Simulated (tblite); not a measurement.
A geometry optimisation, step by step.

C₃H₉BClN₃.
SMILES with atom numbers: `[CH3:1][CH2:2][NH2+:3][B@@-:4]([NH2:5])([Cl:6])[C:7]#[N:8]` (hydrogens: H9, H10, H11 on C1; H12, H13 on C2; H14, H15 on N3; H16, H17 on N5)
Bond orders are those of one Lewis drawing.

Computed with GFN2-xTB (tblite), gas phase: L-BFGS steps from a force-field or distance-geometry start until the largest atomic force falls under 0.01 eV/Å. 9 of its 71 geometries are shown.

Step 0: E = -695.4510 eV, largest atomic force 2.161 eV/Å
```
atom  x, y, z in Å  |  force x, y, z in eV/Å
C1      2.381   -0.280   -0.436   -0.053   0.037  -0.077
C2      0.859   -0.510   -0.400    0.908  -0.989   0.246
N3      0.180    0.630    0.224    0.701   0.956  -0.173
B4     -1.374    0.463    0.276   -1.434  -1.547   0.468
N5     -1.738   -0.838    1.047   -0.057   1.035   0.729
Cl6    -2.120    1.914    1.170    0.185   0.730   0.172
C7     -1.978    0.412   -1.149    0.167   0.032  -0.309
N8     -2.422    0.379   -2.207   -0.038   0.021   0.035
H9      2.880   -1.157   -0.895   -0.272   0.655   0.313
H10     2.597    0.624   -1.037    0.070  -0.528   0.325
H11     2.767   -0.140    0.591   -0.092  -0.077  -0.595
H12     0.503   -0.681   -1.430   -0.150   0.183   0.508
H13     0.671   -1.440    0.208   -0.183   0.897  -0.565
H14     0.532    0.767    1.193   -0.196  -0.025  -0.697
H15     0.382    1.507   -0.326   -0.133  -0.925   0.718
H16    -1.350   -0.765    2.019   -0.647  -0.256  -1.068
H17    -2.776   -0.874    1.141    1.223  -0.198  -0.032
```

Step 9: E = -695.8229 eV, largest atomic force 0.523 eV/Å
```
atom  x, y, z in Å  |  force x, y, z in eV/Å
C1      2.388   -0.276   -0.433   -0.060  -0.020  -0.003
C2      0.881   -0.516   -0.388    0.019   0.030  -0.024
N3      0.159    0.612    0.224    0.116  -0.003  -0.066
B4     -1.459    0.411    0.293   -0.055   0.041  -0.083
N5     -1.742   -0.786    1.082   -0.049   0.069   0.009
Cl6    -1.994    2.102    1.148    0.178  -0.184  -0.191
C7     -2.010    0.387   -1.171    0.103   0.122   0.498
N8     -2.415    0.401   -2.243   -0.029  -0.024  -0.132
H9      2.895   -1.125   -0.886   -0.097  -0.012   0.025
H10     2.635    0.603   -1.030   -0.108  -0.033   0.059
H11     2.801   -0.140    0.567   -0.088  -0.001  -0.039
H12     0.470   -0.648   -1.391    0.100  -0.025  -0.014
H13     0.623   -1.402    0.195    0.118  -0.026  -0.034
H14     0.501    0.771    1.170   -0.087   0.004   0.104
H15     0.350    1.466   -0.296   -0.088   0.113  -0.044
H16    -1.374   -0.808    2.022   -0.009   0.067   0.017
H17    -2.716   -1.041    1.128    0.037  -0.119  -0.085
```

Step 18: E = -695.8595 eV, largest atomic force 0.131 eV/Å
```
atom  x, y, z in Å  |  force x, y, z in eV/Å
C1      2.382   -0.274   -0.431   -0.046  -0.011  -0.002
C2      0.881   -0.514   -0.394   -0.011   0.007   0.000
N3      0.153    0.607    0.216    0.070   0.010  -0.008
B4     -1.467    0.415    0.309    0.003   0.052  -0.114
N5     -1.738   -0.773    1.102   -0.017   0.030   0.011
Cl6    -1.899    2.147    1.099   -0.015  -0.072   0.018
C7     -2.023    0.402   -1.141    0.012  -0.020   0.129
N8     -2.405    0.409   -2.221   -0.039   0.009  -0.060
H9      2.871   -1.133   -0.883    0.032   0.056   0.016
H10     2.615    0.608   -1.026    0.030  -0.033   0.043
H11     2.781   -0.142    0.574    0.000   0.014  -0.051
H12     0.492   -0.650   -1.406   -0.013  -0.008   0.029
H13     0.646   -1.409    0.185   -0.028  -0.001  -0.027
H14     0.467    0.772    1.172    0.045  -0.042   0.034
H15     0.317    1.476   -0.291    0.008   0.000  -0.053
H16    -1.408   -0.779    2.054   -0.058   0.036   0.068
H17    -2.672   -1.147    1.072    0.029  -0.029  -0.032
```

Step 26: E = -695.8775 eV, largest atomic force 0.146 eV/Å
```
atom  x, y, z in Å  |  force x, y, z in eV/Å
C1      2.379   -0.275   -0.432   -0.009  -0.005  -0.002
C2      0.879   -0.522   -0.410    0.008  -0.027  -0.031
N3      0.167    0.603    0.204    0.075   0.000  -0.017
B4     -1.458    0.425    0.320   -0.064   0.021  -0.078
N5     -1.717   -0.749    1.138   -0.073  -0.071   0.006
Cl6    -1.876    2.133    1.111   -0.031   0.012   0.007
C7     -2.030    0.395   -1.124    0.038   0.041   0.135
N8     -2.441    0.421   -2.195   -0.030  -0.032  -0.048
H9      2.892   -1.120   -0.881    0.007   0.013   0.021
H10     2.616    0.615   -1.012   -0.010  -0.023  -0.016
H11     2.758   -0.135    0.579    0.024  -0.041  -0.014
H12     0.486   -0.659   -1.419    0.024   0.033  -0.060
H13     0.629   -1.417    0.162    0.028  -0.011   0.036
H14     0.501    0.745    1.156    0.005   0.058   0.030
H15     0.336    1.466   -0.311    0.026   0.040   0.012
H16    -1.546   -0.675    2.130   -0.075  -0.005  -0.057
H17    -2.582   -1.239    0.973    0.057  -0.002   0.076
```

Step 35: E = -695.8829 eV, largest atomic force 0.057 eV/Å
```
atom  x, y, z in Å  |  force x, y, z in eV/Å
C1      2.385   -0.280   -0.435   -0.001   0.002   0.003
C2      0.884   -0.522   -0.418    0.008  -0.005  -0.009
N3      0.178    0.608    0.200    0.024  -0.017  -0.006
B4     -1.466    0.431    0.328   -0.015   0.031  -0.040
N5     -1.722   -0.743    1.151    0.002   0.016  -0.034
Cl6    -1.879    2.130    1.121    0.000  -0.019  -0.002
C7     -2.037    0.403   -1.114    0.013  -0.016   0.053
N8     -2.462    0.411   -2.179   -0.010  -0.011  -0.016
H9      2.904   -1.123   -0.882   -0.031   0.000  -0.001
H10     2.619    0.611   -1.015    0.032  -0.010   0.005
H11     2.760   -0.147    0.578    0.031  -0.002  -0.008
H12     0.499   -0.649   -1.432   -0.005   0.019  -0.008
H13     0.632   -1.417    0.152   -0.002   0.006   0.010
H14     0.516    0.752    1.151   -0.015   0.011   0.009
H15     0.354    1.470   -0.315   -0.027   0.000   0.012
H16    -1.632   -0.631    2.148   -0.005  -0.010   0.040
H17    -2.541   -1.291    0.949   -0.002   0.004  -0.008
```

Step 44: E = -695.8848 eV, largest atomic force 0.029 eV/Å
```
atom  x, y, z in Å  |  force x, y, z in eV/Å
C1      2.393   -0.284   -0.437    0.007  -0.001  -0.001
C2      0.889   -0.512   -0.419    0.010   0.005   0.000
N3      0.179    0.614    0.202    0.019   0.004   0.001
B4     -1.470    0.436    0.332    0.001   0.012  -0.009
N5     -1.726   -0.736    1.157    0.004  -0.004  -0.028
Cl6    -1.884    2.127    1.127    0.002   0.003  -0.006
C7     -2.042    0.398   -1.109    0.004  -0.014   0.012
N8     -2.474    0.391   -2.171    0.001  -0.007   0.002
H9      2.893   -1.136   -0.888   -0.002  -0.001  -0.006
H10     2.644    0.602   -1.016   -0.003   0.000  -0.006
H11     2.782   -0.160    0.572   -0.015  -0.007   0.009
H12     0.508   -0.631   -1.435   -0.010   0.002   0.012
H13     0.636   -1.409    0.148   -0.013   0.008  -0.005
H14     0.512    0.761    1.153    0.004  -0.002   0.007
H15     0.347    1.478   -0.312   -0.003   0.012   0.002
H16    -1.669   -0.622    2.157   -0.003  -0.005   0.011
H17    -2.526   -1.303    0.930   -0.004  -0.007   0.007
```

Step 52: E = -695.8853 eV, largest atomic force 0.024 eV/Å
```
atom  x, y, z in Å  |  force x, y, z in eV/Å
C1      2.394   -0.287   -0.438   -0.008  -0.003  -0.001
C2      0.889   -0.505   -0.420   -0.007   0.003   0.002
N3      0.183    0.620    0.205   -0.001   0.001   0.002
B4     -1.466    0.437    0.332   -0.004   0.004  -0.009
N5     -1.723   -0.738    1.155   -0.011  -0.006  -0.020
Cl6    -1.889    2.126    1.124    0.000   0.004  -0.005
C7     -2.037    0.390   -1.108   -0.001   0.007   0.005
N8     -2.476    0.376   -2.168    0.005  -0.009   0.000
H9      2.887   -1.141   -0.893   -0.002  -0.001   0.006
H10     2.650    0.599   -1.016   -0.004   0.003   0.012
H11     2.780   -0.169    0.573    0.007   0.000  -0.010
H12     0.503   -0.623   -1.434   -0.003   0.008   0.003
H13     0.630   -1.401    0.147   -0.004  -0.003  -0.007
H14     0.517    0.765    1.157    0.002  -0.005   0.002
H15     0.348    1.488   -0.305    0.006  -0.002  -0.003
H16    -1.671   -0.625    2.154    0.005  -0.002   0.015
H17    -2.527   -1.299    0.924    0.019   0.002   0.007
```

Step 61: E = -695.8857 eV, largest atomic force 0.014 eV/Å
```
atom  x, y, z in Å  |  force x, y, z in eV/Å
C1      2.390   -0.290   -0.438   -0.002  -0.002   0.000
C2      0.885   -0.500   -0.420   -0.002   0.002  -0.001
N3      0.186    0.626    0.209   -0.003  -0.001  -0.001
B4     -1.464    0.443    0.333   -0.002   0.002   0.001
N5     -1.718   -0.734    1.155   -0.005  -0.004  -0.013
Cl6    -1.893    2.131    1.119    0.000  -0.001   0.000
C7     -2.033    0.386   -1.107   -0.003  -0.004   0.004
N8     -2.476    0.354   -2.166    0.008   0.000  -0.001
H9      2.878   -1.145   -0.896    0.006   0.006  -0.005
H10     2.650    0.598   -1.011    0.006  -0.005   0.001
H11     2.779   -0.179    0.573   -0.003  -0.003  -0.001
H12     0.498   -0.609   -1.436    0.002   0.001  -0.001
H13     0.620   -1.399    0.140   -0.005   0.002  -0.001
H14     0.522    0.765    1.162   -0.008  -0.002   0.000
H15     0.355    1.494   -0.298    0.000   0.002   0.003
H16    -1.674   -0.625    2.155    0.004   0.008   0.009
H17    -2.512   -1.306    0.916    0.007   0.000   0.007
```

Step 70: E = -695.8859 eV, largest atomic force 0.009 eV/Å
```
atom  x, y, z in Å  |  force x, y, z in eV/Å
C1      2.388   -0.293   -0.439   -0.002   0.001   0.007
C2      0.881   -0.496   -0.424   -0.002   0.004  -0.002
N3      0.185    0.630    0.210   -0.002   0.000   0.000
B4     -1.465    0.446    0.333   -0.001  -0.001   0.002
N5     -1.713   -0.730    1.158   -0.003  -0.005  -0.007
Cl6    -1.898    2.132    1.118    0.004  -0.002  -0.005
C7     -2.032    0.382   -1.108    0.003  -0.006   0.000
N8     -2.466    0.341   -2.169    0.001   0.004  -0.001
H9      2.875   -1.146   -0.902   -0.007   0.004  -0.001
H10     2.653    0.598   -1.005    0.000  -0.005   0.003
H11     2.775   -0.191    0.573    0.006  -0.001   0.005
H12     0.497   -0.599   -1.441   -0.005   0.004  -0.001
H13     0.610   -1.395    0.133    0.005   0.001  -0.007
H14     0.516    0.761    1.165    0.008  -0.003  -0.004
H15     0.358    1.501   -0.291   -0.002   0.000  -0.002
H16    -1.671   -0.618    2.159   -0.002   0.005   0.003
H17    -2.500   -1.310    0.919   -0.001  -0.002   0.009
```

Problem. Summarise the path.

Solution. The energy falls by 10.03 kcal/mol from step 0 to step 70; nine tenths of that is first reached at step 12. It rises by more than 0.2 meV at step 3. The largest force goes from 2.161 to 0.009 eV/Å. Among the bonds N3–B4 changes most, from 1.564 to 1.665 Å; the atoms move by 0.194 Å rms after alignment.

Problem. Follow the three bonds and two angles with the largest change from start to end.

Solution. 
```
step  E above end (kcal/mol)  largest force (eV/Å)  N3–B4 (Å)  B4–N5 (Å)  B4–Cl6 (Å)  N3–B4–Cl6 (°)  B4–N5–H17 (°)
   0                   10.03                 2.161      1.564      1.556       1.860          109.4          107.8
   3                    4.68                 3.252      1.647      1.447       1.916          104.9          109.4
   6                    2.43                 0.686      1.623      1.475       1.946          103.8          110.6
   9                    1.45                 0.523      1.632      1.462       1.969          100.5          114.8
  12                    0.91                 0.149      1.648      1.456       1.941           98.6          117.6
  15                    0.73                 0.105      1.638      1.457       1.935           98.4          117.8
  18                    0.61                 0.131      1.634      1.453       1.952           97.9          117.4
  21                    0.49                 0.153      1.635      1.456       1.953           98.2          116.9
  24                    0.30                 0.142      1.631      1.457       1.937           98.7          116.9
  27                    0.17                 0.176      1.648      1.455       1.924           98.4          117.0
  30                    0.11                 0.105      1.653      1.457       1.921           98.6          117.6
  33                    0.08                 0.039      1.655      1.458       1.919           98.8          117.9
  37                    0.05                 0.041      1.664      1.456       1.918           98.6          118.1
  40                    0.04                 0.035      1.667      1.456       1.912           98.7          118.3
  43                    0.03                 0.030      1.664      1.457       1.913           98.8          117.8
  46                    0.02                 0.021      1.665      1.457       1.914           98.7          117.7
  49                    0.02                 0.018      1.664      1.458       1.913           98.8          117.6
  52                    0.01                 0.024      1.664      1.458       1.913           98.8          117.5
  55                    0.01                 0.019      1.664      1.457       1.912           98.7          117.7
  58                    0.01                 0.024      1.664      1.458       1.912           98.8          117.7
  61                    0.01                 0.014      1.664      1.458       1.911           99.0          117.5
  64                    0.00                 0.010      1.665      1.458       1.910           99.0          117.6
  67                    0.00                 0.023      1.665      1.458       1.910           99.0          117.7
  70                    0.00                 0.009      1.665      1.458       1.910           99.1          117.6
```

The cost below is that of the whole relaxation. Time: 1.6 s wall. Hardware: Intel Xeon at 2.50 GHz, one thread, shared host.
